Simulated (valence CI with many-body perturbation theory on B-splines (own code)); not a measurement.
E1 transitions of Sb⁺

Method: relativistic CI+MBPT: four valence electrons over a frozen Dirac-Fock core [Kr] 4d10, a basis of 11 s, 11 p, 10 d, 8 f, 5 g, 2 h functions for each j, with the one-electron correlation potential Σ1, the two-electron term Σ2, the three-electron term Σ3, Breit, model QED; selected CI, second order for the rest, scaled by the run's own slope (own B-spline code, finite nucleus).

Set against measurement, 27 paired levels are off by 129 cm⁻¹ on average, the worst by 345. These come from a selection out of the NIST Handbook of Basic Atomic Spectroscopic Data. Levels without a partner in it may be off by more. Among the levels kept, up to 800 cm⁻¹ of a level comes from second order outside the variational space, and about a tenth of that is noise between levels of different J, which matters for small intervals.

Lines 201 to 250 of 511 in falling wavelength, among levels below 124632 cm⁻¹, chosen from the strongest by gf and those to the six lowest levels. Wavelengths and rates use the calculated energies, so an error of 100 cm⁻¹ moves a line at 869.9 nm by 0.87 % and its rate by three times that or more. Electric multipoles are in the length gauge, E1 and E2 with the static RPA response of the core. Weak lines are less certain than strong ones. Lines between different terms over intervals too small for the method are left out, as are lines whose strength nearly cancels and 1 of this kind that miss the measured wavelength by over 7 %. Where a level lies close to another of its J and parity, the split of strength between their lines is uncertain. The highest levels of a list are the least certain.

Levels are named by their leading jj configuration (3d3/2^4 stands for four electrons in 3d with j = 3/2), which in mixed levels can hold well under half, so a name can repeat and another be missing. Letters in brackets count levels of one name in rising energy.

```
λ vac (nm)  λ from measured levels                   Upper                       Lower   A (s⁻¹)  log gf  Branch %
     933.0                          (5s^2 5p3/2 5f7/2) J=2      (5s^2 5p3/2 6d3/2) J=1  6.00e+06   -0.41       5.3
     931.5                          (5s^2 5p3/2 5g9/2) J=5      (4f7/2 5s^2 5p3/2) J=5  5.47e+06   -0.11       7.6
     927.7                          (5s^2 5p1/2 5g7/2) J=3      (4f5/2 5s^2 5p1/2) J=2  6.22e+07    0.75      90.6
     924.7                          (5s^2 5p1/2 5g9/2) J=5      (4f7/2 5s^2 5p1/2) J=4  6.85e+07    0.99      99.7
     923.4                          (5s^2 5p3/2 5g7/2) J=3      (4f5/2 5s^2 5p3/2) J=2  5.21e+07    0.67      70.7
     923.2                          (5s^2 5p1/2 5g7/2) J=4      (4f7/2 5s^2 5p1/2) J=4  1.97e+06   -0.65       2.8
     922.7                          (5s^2 5p1/2 5g9/2) J=4      (4f7/2 5s^2 5p1/2) J=4  2.28e+06   -0.58       3.3
     919.7                          (5s^2 5p1/2 5g7/2) J=4      (4f7/2 5s^2 5p1/2) J=3  4.82e+06   -0.26       6.9
     919.2                          (5s^2 5p1/2 5g9/2) J=4      (4f7/2 5s^2 5p1/2) J=3  6.22e+07    0.85      90.5
     916.8                          (5s^2 5p1/2 5f5/2) J=2      (5s^2 5p1/2 6d3/2) J=1  2.19e+07    0.14      18.1
     914.3                          (5s^2 5p3/2 5g9/2) J=6      (4f7/2 5s^2 5p3/2) J=5  6.85e+07    1.05      99.9
     913.8                          (5s^2 5p3/2 5g9/2) J=4      (4f7/2 5s^2 5p3/2) J=3  5.43e+07    0.79      78.6
     911.8                          (5s^2 5p3/2 5g7/2) J=3      (4f7/2 5s^2 5p3/2) J=3  3.86e+06   -0.47       5.2
     910.1                          (5s^2 5p3/2 5f7/2) J=3      (5s^2 5p3/2 6d3/2) J=3  6.68e+06   -0.24       5.1
     909.8                          (5s^2 5p3/2 5f5/2) J=2      (5s^2 5p3/2 6d3/2) J=2  8.59e+06   -0.27       7.1
     905.6                          (5s^2 5p3/2 5g7/2) J=2      (4f5/2 5s^2 5p3/2) J=2  9.95e+06   -0.21      15.2
     904.4                          (5s^2 5p1/2 5g7/2) J=4      (4f5/2 5s^2 5p1/2) J=3  6.31e+07    0.84      90.1
     903.9                          (5s^2 5p1/2 5g9/2) J=4      (4f5/2 5s^2 5p1/2) J=3  3.69e+06   -0.39       5.4
     902.6                          (5s^2 5p1/2 5g7/2) J=3      (4f5/2 5s^2 5p1/2) J=3  3.89e+06   -0.48       5.7
     897.6                          (5s^2 5p1/2 5f5/2) J=3      (5s^2 5p1/2 6d3/2) J=2  3.84e+07    0.51      24.9
     894.9                          (5s^2 5p3/2 5g9/2) J=3      (4f7/2 5s^2 5p3/2) J=3  8.38e+06   -0.15      12.3
     888.2                          (5s^2 5p3/2 5f5/2) J=4      (5s^2 5p3/2 6d3/2) J=3  6.61e+06   -0.15       7.3
     881.6                          (5s^2 5p3/2 5g9/2) J=5      (4f7/2 5s^2 5p3/2) J=4  6.34e+07    0.91      88.1
     880.4                          (5s^2 5p3/2 5g7/2) J=4      (4f7/2 5s^2 5p3/2) J=4  2.95e+06   -0.51       4.1
     879.0                          (5s^2 5p1/2 5f7/2) J=3      (5s^2 5p1/2 6d3/2) J=2  2.97e+06   -0.62       2.1
     875.9                          (5s^2 5p3/2 5f7/2) J=4      (5s^2 5p3/2 6d5/2) J=4  7.82e+06   -0.09       5.8
     873.6                          (5s^2 5p3/2 5g9/2) J=4      (4f7/2 5s^2 5p3/2) J=4  9.11e+06   -0.03      13.2
     870.0                          (5s^2 5p3/2 5g7/2) J=4      (4f5/2 5s^2 5p3/2) J=3  6.42e+07    0.82      88.3
     869.9                   874.4  (5s^2 5p1/2 6p1/2) J=1  (5s^2 5p1/2 5d3/2) J=2 [a]  1.35e+07   -0.34      19.8
     865.4                          (5s^2 5p3/2 5g7/2) J=5      (4f7/2 5s^2 5p3/2) J=4  1.93e+06   -0.62       2.9
     861.6                          (5s^2 5p3/2 5g7/2) J=3      (4f5/2 5s^2 5p3/2) J=3  8.04e+06   -0.20      10.9
     861.4                          (5s^2 5p3/2 5f7/2) J=5      (5s^2 5p3/2 6d5/2) J=4  4.57e+07    0.75      29.7
     810.2                          (4f5/2 5s^2 5p3/2) J=3  (5s 5p1/2 5p3/2^2) J=2 [c]  6.89e+06   -0.32       2.0
     770.3                          (4f7/2 5s^2 5p3/2) J=3  (5s 5p1/2 5p3/2^2) J=2 [c]  5.54e+06   -0.46       1.9
     734.3                                (5s 5p3/2^3) J=1      (5s^2 5p3/2 6p3/2) J=2  1.40e+07   -0.47       0.4
     733.8                             (5s^2 5p3/2 7s) J=2      (5s^2 5p3/2 6p3/2) J=2  5.63e+06   -0.64       1.5
     716.1                          (5s^2 5p3/2 6p1/2) J=1  (5s^2 5p1/2 5d3/2) J=2 [b]  8.23e+06   -0.72       9.2
     715.1                          (4f5/2 5s^2 5p1/2) J=3      (5s^2 5p3/2 5d3/2) J=2  3.48e+06   -0.73       1.0
     711.6                             (5s^2 5p3/2 7s) J=1      (5s^2 5p3/2 6p3/2) J=2  3.31e+07   -0.12       4.6
     709.3                   699.8  (5s^2 5p1/2 6p1/2) J=1         (5s^2 5p1/2 6s) J=1  3.44e+07   -0.11      50.5
     709.2                          (5s^2 5p1/2 8d5/2) J=3      (5s^2 5p1/2 7p3/2) J=2  1.18e+07   -0.21      15.0
     696.7                          (5s^2 5p1/2 8d5/2) J=2      (5s^2 5p1/2 7p3/2) J=1  1.16e+07   -0.38       5.6
     689.9                             (5s^2 5p3/2 7s) J=2      (5s^2 5p3/2 6p3/2) J=1  1.66e+07   -0.23       4.4
     689.0                   680.8  (5s^2 5p1/2 6p1/2) J=1         (5s^2 5p1/2 6s) J=0  1.42e+07   -0.52      20.9
     684.0                             (5s^2 5p1/2 7s) J=1      (5s^2 5p1/2 6p1/2) J=0  1.08e+07   -0.64       2.1
     683.6                          (5s^2 5p3/2 6p1/2) J=1         (5s^2 5p3/2 6s) J=1  3.68e+07   -0.11      40.9
     677.5                          (5s^2 5p3/2 6p3/2) J=1      (5s^2 5p3/2 5d5/2) J=2  1.72e+07   -0.45      16.4
     672.6                             (5s^2 5p1/2 7s) J=0      (5s^2 5p1/2 6p3/2) J=1  8.22e+07   -0.25      18.9
     670.6                   671.5  (5s^2 5p3/2 6p3/2) J=3  (5s^2 5p1/2 5d3/2) J=2 [b]  6.03e+06   -0.55       6.6
     669.6                             (5s^2 5p1/2 7s) J=1      (5s^2 5p1/2 6p3/2) J=2  6.02e+07    0.08      11.4
```

How does gf follow from A for the line at 711.6 nm?

gf = 1.4992 × (2J+1)_upper × A / σ², with σ = 14052 cm⁻¹ and 2J+1 = 3: gf = 0.754.
